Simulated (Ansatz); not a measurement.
Basis-set extrapolation for `O[SiH](O)CCl` (PBE0-D4/def2-TZVP geometry, frozen core, Ansatz). Multiplicity 1, RHF reference.

|  | def2-TZVPP | def2-QZVPP |
| --- | --- | --- |
| HF | -939.163535 | -939.195110 |
| MP2 correlation | -0.962627 | -1.043230 |
| CCSD(T) correlation | -1.039936 | not run |

Energies in hartree. Use E(X) = E(∞) + A·exp(−7.88·√X) for Hartree–Fock and E(X) = E(∞) + B·X^(−2.97) for correlation, with X = 3 and 4, and add CCSD(T) minus MP2 of the smaller set to the MP2 limit.

**Question.** What is the CCSD(T) energy at the basis-set limit?

**Answer.** HF limit: -939.195110 + (-0.031575) × 0.13774 = -939.19946. MP2 limit: -1.043230 + (-0.080603) × 0.74074 = -1.10294. Higher-order term: -1.039936 − (-0.962627) = -0.07731. Total: -940.37971 hartree, 462.7 kJ/mol below CCSD(T)/def2-TZVPP.
